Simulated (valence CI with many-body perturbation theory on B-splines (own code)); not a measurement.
# Questions on Pr²⁵⁺

Calculated by valence CI with perturbative core correlation (CI+MBPT): six valence electrons over a frozen Dirac-Fock core [Ar] 3d10, a basis of 9 s, 9 p, 8 d, 6 f, 3 g, 1 h functions for each j, with the one-electron correlation potential Σ1, the two-electron term Σ2, the three-electron term Σ3, Breit, model QED; selected CI, second order for the rest, scaled by the run's own slope (own B-spline code, finite nucleus).

No measured spectrum was set against this ion. As an estimate, levels hold to about 250 cm⁻¹ or 0.2 % of their energy and the worst to 1 %, as in measured heavy ions of charge 2 to 7; those with d or f electrons hold less well. Among the levels kept, up to 700 cm⁻¹ of a level comes from second order outside the variational space, and about a tenth of that is noise between levels of different J, which matters for small intervals.

Levels are named by their leading jj configuration (3d3/2^4 stands for four electrons in 3d with j = 3/2), which in mixed levels can hold well under half, so a name can repeat and another be missing.

Rates and lifetimes use the calculated energies. Strong lines usually hold to 10 to 20 %, long lifetimes can be off by a factor of two.

Q: What is the ground level?

A: (4s^2 4p1/2^2 4p3/2^2) J=2, composition 72 % 4s²4p⁴ ³P + 26 % 4s²4p⁴ ¹D, g = 1.367.

Q: What is the ionisation energy?

A: 882.27 eV; NIST lists 880 ± 4 eV (theoretical).

Q: Name the longest-lived excited levels whose lifetime is computed, and their main decay.

A: (4s^2 4p1/2^2 4p3/2^2) J=0 at 47485 cm⁻¹ lives 378 ms, mostly by E2 to (4s^2 4p1/2^2 4p3/2^2) J=2; (4s^2 4p1/2^2 4p3/2 4d5/2) J=4 at 862240 cm⁻¹ lives 482 μs, mostly by M2 to (4s^2 4p1/2^2 4p3/2^2) J=2; (4s^2 4p1/2 4p3/2^2 4d5/2) J=4 at 1075100 cm⁻¹ lives 39.2 μs, mostly by M1 to (4s^2 4p1/2^2 4p3/2 4d5/2) J=4.

Q: Among levels below 1223200 cm⁻¹, which E1 lines absorb most strongly from the ground level?

A: to (4s^2 4p1/2 4p3/2^2 4d3/2) J=3 at 8.785 nm, f = 0.972; to (4s^2 4p1/2 4p3/2^2 4d3/2) J=2 at 8.902 nm, f = 0.466; to (4s^2 4p1/2^2 4p3/2 4d5/2) J=3 at 10.79 nm, f = 0.221.

Q: What are the static dipole polarisabilities of the lowest levels?

A: (4s^2 4p1/2^2 4p3/2^2) J=2 0.138 (tensor 0.0022); (4s^2 4p1/2^2 4p3/2^2) J=0 0.138; (4s^2 4p1/2 4p3/2^3) J=1 0.147 (tensor -0.0044); (4s^2 4p1/2 4p3/2^3) J=2 0.146 (tensor -0.011) bohr³, of which the core gives 0.00703.
